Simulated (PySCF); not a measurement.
Ti(OH)2(H)2 (H4O2Ti), SMILES [OH][TiH2][OH], multiplicity 1. Atoms are numbered in the order given.

```xyz
7

Ti     0.0000     0.0000     0.3689
O     -1.5342     0.0000    -0.5175
H     -2.1167     0.0000    -1.2773
O      1.5342     0.0000    -0.5175
H      2.1167     0.0000    -1.2773
H      0.0000     1.3812     1.3600
H      0.0000    -1.3812     1.3600
```

The structure is a stationary point at B3LYP-D3(BJ)/def2-TZVP. The spin state was assumed, not searched. Other conformers were not sampled.

Two levels are set side by side: PBE/pcSseg-1 (PySCF) and KT2/pcSseg-1 (PySCF). GIAO shifts against H2O (¹⁷O), TMS (¹H) at the same level; non-relativistic, no solvent, atoms listed together averaged. Differences are taken from unrounded values.

```csv
quantity,KT2
"δ(¹⁷O) of O2, O4 (ppm)",329.0
"δ(¹H) of H3, H5 (ppm)",6.16
"δ(¹H) of H6, H7 (ppm)",6.18
```

### Question
What does PBE give, and how far is it from KT2? (Estimate from the structure and the level; the computed values follow.)

### Answer

| quantity | PBE | PBE minus KT2 |
|---|---|---|
| δ(¹⁷O) of O2, O4 (ppm) | 337.9 | 8.9 |
| δ(¹H) of H3, H5 (ppm) | 6.01 | -0.15 |
| δ(¹H) of H6, H7 (ppm) | 6.26 | 0.08 |

Rough cost on one machine, each run with all the roots and properties that it gave: KT2 against PBE within a factor of 2.
